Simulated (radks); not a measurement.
Task: These are the eigenvalues of the occupied orbitals of an atom or ion with whole-number occupations (Ry). Calculated with a radial shooting solver on a logarithmic mesh with Libxc functionals: Dirac Kohn-Sham, PBE, spin-unpolarised, spherical densities, finite nucleus; Fermi nuclear charge, rms radius of each element as measured or else 0.836 A^(1/3) + 0.57 fm.

orbital  eigenvalue
1s1/2     -701.4797
2s1/2     -86.61237
2p1/2     -76.45649
2p3/2     -74.70149
3s1/2     -11.03012
3p1/2      -7.81580
3p3/2      -7.59131
3d3/2      -2.28374
3d5/2      -2.25705

Which element is it, and in what charge state? The configuration may be excited. Open shells, if any, fill j = l - 1/2 first.

Result: Z = 30, zinc, charge +2: Zn2+ in [Ar] 3d10. The list shows which subshells hold electrons but not how many an open one holds; the 1s level, -350.74 hartree, gives Z - s = 26.5 by -(Z - s)^2/2, which with screening and relativity narrows Z to a few neighbours, and the depths of the outer levels then fix element, charge and occupations together.
